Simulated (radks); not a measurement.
Nb, configuration [Kr] 4d4 5s1.

Calculated with a radial shooting solver on a logarithmic mesh with Libxc functionals: Dirac Kohn-Sham, PBEsol, spin-unpolarised, spherical densities, finite nucleus; open shells fill j = l - 1/2 first; Fermi nuclear charge, rms radius 4.324 fm.

Energy parts (Ry):
part                        energy
total                  -7635.92089
kinetic                 7903.45210
electron-nucleus      -18445.63578
Hartree                 3139.72822
exchange-correlation    -233.46542

Orbitals (lengths in bohr, moments of r in powers of bohr; <r^-3> diverges for s and p1/2; r(max) is where P^2 peaks; r(90%) holds 90 % of the orbital's charge):
| orbital | occ. | eigenvalue (Ry) | <r^-3> | <1/r> | r(max) | r(90%) | small-component weight |
|---|---|---|---|---|---|---|---|
| 1s1/2 | 2 | -1380.826 | - | 42.38 | 0.02350 | 0.0647 | 2.23e-02 |
| 2s1/2 | 2 | -193.1075 | - | 9.620 | 0.1334 | 0.244 | 4.55e-03 |
| 2p1/2 | 2 | -177.2525 | - | 9.598 | 0.1039 | 0.220 | 4.56e-03 |
| 2p3/2 | 4 | -170.2199 | 2209 | 9.161 | 0.1076 | 0.226 | 4.41e-03 |
| 3s1/2 | 2 | -32.19121 | - | 3.273 | 0.3960 | 0.656 | 1.20e-03 |
| 3p1/2 | 2 | -26.22223 | - | 3.171 | 0.3834 | 0.665 | 1.14e-03 |
| 3p3/2 | 4 | -25.08263 | 362.4 | 3.066 | 0.3926 | 0.680 | 1.11e-03 |
| 3d3/2 | 4 | -14.53191 | 52.16 | 2.871 | 0.3328 | 0.692 | 9.93e-04 |
| 3d5/2 | 6 | -14.31968 | 49.84 | 2.844 | 0.3355 | 0.697 | 9.81e-04 |
| 4s1/2 | 2 | -4.27682 | - | 1.177 | 1.031 | 1.69 | 2.61e-04 |
| 4p1/2 | 2 | -2.63088 | - | 1.052 | 1.106 | 1.91 | 2.16e-04 |
| 4p3/2 | 4 | -2.47614 | 49.26 | 1.021 | 1.132 | 1.96 | 2.07e-04 |
| 5s1/2 | 1 | -0.29301 | - | 0.3448 | 3.081 | 5.57 | 2.72e-05 |
| 4d3/2 | 4 | -0.22610 | 2.891 | 0.6310 | 1.494 | 3.72 | 8.67e-05 |
| 4d5/2 | 0 | -0.21481 | 2.717 | 0.6217 | 1.509 | 3.78 | 8.44e-05 |

The highest occupied level is 4d3/2 at -3.076 eV. For comparison, the ionisation energy in NIST's Atomic Spectra Database is 6.759 eV (measured). In exact Kohn-Sham theory the highest level is minus the ionisation energy, but local and semilocal functionals leave it too shallow, through self-interaction and a potential that decays too fast; potentials with the right tail come closer.

Beside tabulated values, note that spin-unpolarised runs miss the spin-polarisation part of the exchange energy of open shells.
